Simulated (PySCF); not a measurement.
C4H5OPS.
Atom-mapped SMILES: `[CH3:1][S:2][c:3]1[o:4][cH:5][cH:6][p:7]1` (hydrogens: H8, H9, H10 on C1; H11 on C5; H12 on C6)

Cartesian coordinates in Å at the GFN2-xTB level; atoms count from 1:
```
atom  x, y, z in Å
C1     2.523   -0.004   -0.150
S2     1.479    1.000    0.939
C3    -0.075    0.348    0.488
O4    -1.120    0.882    1.134
C5    -2.268    0.325    0.727
C6    -2.146   -0.631   -0.222
P7    -0.454   -0.883   -0.669
H8     2.398   -1.054    0.099
H9     2.241    0.177   -1.183
H10    3.548    0.308    0.024
H11   -3.156    0.702    1.201
H12   -2.969   -1.170   -0.651
```

A PySCF run (density fitting, gas phase, GFN2-xTB geometry) gave HOMO -6.80 eV, LUMO 0.21 eV, dipole 0.56 D and E = -969.957 Eh.

Question: Which of these levels was it?
A. BHandHLYP/pcSseg-1
B. CAM-B3LYP/def2-SVPD
C. PBE0/pcSseg-1
D. PBE0/def2-TZVP

Answer: A. It is BHandHLYP/pcSseg-1. All candidates on this geometry:

```
          level and settings                    kind  basis functions  SCF cycles     E (Eh)  HOMO (eV)  LUMO (eV)  dipole (D)
PBE0/def2-TZVP, grid level 1           global hybrid              259          11  -969.7530      -5.93      -0.77        0.33
               PBE0/pcSseg-1           global hybrid              158          14  -969.5803      -6.03      -0.77        0.43
          BHandHLYP/pcSseg-1           global hybrid              158          14  -969.9573      -6.80       0.21        0.56
         CAM-B3LYP/def2-SVPD  range-separated hybrid              194          14  -969.6843      -7.14       0.21        0.59
```

The nearest other candidate, by the summed differences of HOMO and LUMO, is CAM-B3LYP/def2-SVPD: its HOMO differs by -0.34 eV and its LUMO by 0.00 eV. Cycle counts include a coarse-grid stage where the run had one.
